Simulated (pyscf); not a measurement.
Optimised with ωB97X-D3(BJ)/def2-SVP in PySCF.

Q: How much does it cost (ΔH, 298 K, ωB97M-D3(BJ)/def2-TZVP) to split `[BH2][SiH2][SiH]([SiH3])[SiH3]` at its B–Si bond into BH₂• + •H₂Si–SiH(SiH₃)–SiH₃?

A: B–Si to BH₂• + •H₂Si–SiH(SiH₃)–SiH₃: 85.9 kcal/mol. The 7 functionals that were run give +79.4 (r²SCAN) to +87.2 kcal/mol (ωB97X-D3(BJ)). The radicals are drawn with the spin at the cut bond; how far it spreads was not checked. Other isomers of •H₂Si–SiH(SiH₃)–SiH₃ were not searched in full and may lie lower.
